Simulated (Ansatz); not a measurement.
Basis-set series for Cl2F3HOW, SMILES `[OH][W]([F])([F])([F])([Cl])[Cl]`. Charge 0, multiplicity 1. W takes the def2 core potential. All single points use the PBE0-D4/def2-TZVP geometry. It is one conformer, not always the lowest.

```xyz
8

O     0.9524    0.6316   -1.0274
W    -0.1856   -0.0226    0.2501
F     1.2090   -0.5325    1.3495
F    -1.6830    0.4859   -0.7052
F    -1.3216   -0.8884    1.4199
Cl   -0.1063   -2.0468   -0.8647
Cl   -0.3123    1.9402    1.4014
H     1.4474    0.4326   -1.8236
```

| functional | basis | functions | energy (Eh) | HOMO (eV) | LUMO (eV) |
| --- | --- | --- | --- | --- | --- |
| PBE0-D4 | def2-TZVPP | 278 | -1362.65486 | -9.54 | -4.45 |
| PBE0-D4 | def2-QZVPP | 479 | -1362.70244 | -9.56 | -4.47 |
| ωB97M-V | def2-TZVPP | 278 | -1363.09277 | -11.80 | -2.40 |
| ωB97M-V | def2-QZVPP | 479 | -1363.13790 | -11.83 | -2.44 |

Question: Give the rows for def2-SVP. (An estimate is asked.)

Answer: Computed: 
```
functional     basis  functions  energy (Eh)  HOMO (eV)  LUMO (eV)
   PBE0-D4  def2-SVP        129  -1361.84550      -9.59      -4.59
   ωB97M-V  def2-SVP        129  -1362.27664     -11.81      -2.53
```
